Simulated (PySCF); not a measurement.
# Cs₂Te: fields on a plane

These are results of PBE0 in PySCF with Te def2-TZVP with ECP28, Cs def2-TZVP with ECP46; scalar-relativistic core potentials, no spin–orbit coupling; density-fitted integrals, not measurements.

The singlet minimum has Te–Cs 3.312 Å (×2); Cs–Te–Cs 180.0°.

The plane holds Te1 at (0.00, 0.00), Cs2 at (3.31, 0.00), Cs3 at (-3.31, 0.00) Å. Columns run from x = -5.25 to 5.55 Å, rows from y = 2.25 (top) to -1.95 Å, in steps of 0.3 Å. Other isomers or separated fragments may lie lower. Core electrons replaced by a potential are absent, the electrostatic potential uses the reduced nuclear charge, and values within about 0.7 Å of such atoms have no physical meaning.

Question: Give the electrostatic potential (V) (cut at 20 V). Lower edges of the bins (V): '_' -3.32, '.' -3.18, ':' -2.96, '-' -2.62, '=' -2.07, '+' -1.20, '*' 0.18, '#' 2.36, '%' 5.82, '@' 11.31; top 20.0, each point printed twice.

Answer: 
```
********************++++====--::..____..::--====++++**********************
**********************++==--::..________..::--==++************************
******############****++==--::::::::::::::::--==++****############********
****######%%%%%%%%##****++==--==++****++==--==++****##%%%%%%%%######******
**######%%@@@@@@@@%%##**++==++**%%%%%%%%**++==++**##%%@@@@@@@@%%######****
**####%%@@@@@@@@@@@@%%##++++##%%@@@@@@@@%%##++++##%%@@@@@@@@@@@@%%####****
**##%%@@@@@@@@@@@@@@@@##****%%@@@@@@@@@@@@%%****##@@@@@@@@@@@@@@@@%%##****
**##%%@@@@@@@@@@@@@@@@##****%%@@@@@@@@@@@@%%****##@@@@@@@@@@@@@@@@%%##****
**##%%@@@@@@@@@@@@@@@@##****%%@@@@@@@@@@@@%%****##@@@@@@@@@@@@@@@@%%##****
**##%%@@@@@@@@@@@@@@@@##****%%@@@@@@@@@@@@%%****##@@@@@@@@@@@@@@@@%%##****
**####%%@@@@@@@@@@@@%%##++++##%%@@@@@@@@%%##++++##%%@@@@@@@@@@@@%%####****
**######%%@@@@@@@@%%##**++==++**%%%%%%%%**++==++**##%%@@@@@@@@%%######****
****######%%%%%%%%##****++==--==++****++==--==++****##%%%%%%%%######******
******############****++==--::::::::::::::::--==++****############********
**********************++==--::..________..::--==++************************
```

Question: Give the electron localisation function (set to 0 where the density is under 0.005 e/Å³). Lower edges of the bins: '_' 0.000, '.' 0.090, ':' 0.180, '-' 0.270, '=' 0.360, '+' 0.451, '*' 0.541, '#' 0.631, '%' 0.721, '@' 0.811; top 0.90, each point printed twice.

Answer: 
```
________________________::==++++++****++++++==::__________________________
________....::..________::++**############**++::________..::....__________
____..::==++++++--..____::++####%%%%%%%%####++::____..--++++++==::..______
__..--++##%%%%%%##==..__..**%%%%%%%%%%%%%%%%**..__..==##%%%%%%##++--..____
..--++##@@@@@@@@@@%%--__::**%%%%**++++**%%%%**::__--%%@@@@@@@@@@##++--..__
::++##@@@@@@@@@@@@@@**..::##%%++::::::::++%%##::..**@@@@@@@@@@@@@@##++::__
--**%%@@@@%%----@@@@%%::::####::==%%%%==::####::::%%@@@@----%%@@@@%%**--..
==##%%@@@@::____==@@%%::::##++::%%::::%%::++##::::%%@@==____::@@@@%%##==..
==##%%@@@@::____==@@%%::::##++::%%::::%%::++##::::%%@@==____::@@@@%%##==..
--**%%@@@@%%----@@@@%%::::####::==%%%%==::####::::%%@@@@----%%@@@@%%**--..
::++##@@@@@@@@@@@@@@**..::##%%++::::::::++%%##::..**@@@@@@@@@@@@@@##++::__
..--++##@@@@@@@@@@%%--__::**%%%%**++++**%%%%**::__--%%@@@@@@@@@@##++--..__
__..--++##%%%%%%##==..__..**%%%%%%%%%%%%%%%%**..__..==##%%%%%%##++--..____
____..::==++++++--..____::++####%%%%%%%%####++::____..--++++++==::..______
________....::..________::++**############**++::________..::....__________
```
